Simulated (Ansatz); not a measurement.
Computed with Ansatz on PBE0-D4/def2-TZVP structures; ΔE is electronic, products minus reactants. CCSD(T)/CBS adds triple-zeta CCSD(T) − MP2 to the extrapolated MP2 energy (def2 sets, frozen cores). Functionals use def2-TZVPP. B3LYP here is the variant with VWN-RPA as its local correlation; programs differ in this. For Ge outer-core shells are correlated without core-valence functions, which leaves a few kJ/mol of doubt a bond. Scalar relativity is left out up to krypton. One conformer a species, not always the lowest.

Consider the substitution at a C–Ge bond: `C#[C][GeH2][CH3]` + `N[SiH2]C=O` → `CN[SiH2]C=O` + `C#[C][GeH3]`.

`C#[C][GeH2][CH3]`:

```xyz
10

C    -0.982    0.612   -2.398
C    -0.310    0.182   -1.495
Ge    0.733   -0.483   -0.045
C    -0.081    0.077    1.632
H    -1.575    0.990   -3.199
H     0.776   -2.015   -0.162
H     2.155    0.081   -0.193
H     0.502   -0.293    2.476
H    -1.096   -0.316    1.703
H    -0.122    1.166    1.681
```

`N[SiH2]C=O`:

Z-matrix (Å, degrees):
```
Si
C 1 1.923
N 1 1.699 2 103.2
H 1 1.490 2 108.8 3 -121.7
H 1 1.493 2 107.7 3 123.3
O 2 1.208 1 120.6 3 -4.9
H 2 1.116 1 120.3 3 175.5
H 3 1.003 1 125.7 2 168.2
H 3 1.008 1 117.5 2 9.8
```

`CN[SiH2]C=O`:

```xyz
12

C     1.549   -0.453   -0.730
N     0.259   -1.000   -0.354
Si   -0.750   -0.285    0.816
C    -1.425    1.454    0.329
O    -1.175    1.968   -0.734
H     2.226   -1.247   -1.058
H     2.010    0.022    0.139
H     1.482    0.300   -1.522
H    -0.177   -1.542   -1.082
H    -1.933   -1.158    1.046
H    -0.002   -0.070    2.086
H    -2.064    2.012    1.063
```

`C#[C][GeH3]`:

```xyz
7

C     0.728   -0.063    1.866
C     0.290   -0.025    0.744
Ge   -0.400    0.035   -1.024
H     1.115   -0.097    2.858
H    -1.928   -0.063   -0.958
H     0.020    1.360   -1.670
H     0.175   -1.146   -1.815
```

| level | ΔE (kJ/mol) |
| --- | --- |
| r2SCAN | 74.8 |
| B3LYP | 69.1 |
| SCS-MP2/def2-TZVPP | 74.3 |
| CCSD(T)/def2-TZVPP | 74.2 |

Q: What does CCSD(T)/CBS give? (An estimate is asked.)

A: Computed: +75.6 kJ/mol. The listed levels differ from it by -0.8, -6.5, -1.3, -1.4 kJ/mol.

Largest T1 diagnostic among the species: 0.014.

In def2-TZVPP, CCSD(T) changes the Hartree–Fock value by +8.1 kJ/mol (the triples alone add +0.6 kJ/mol) and MP2 by +13.9 kJ/mol.
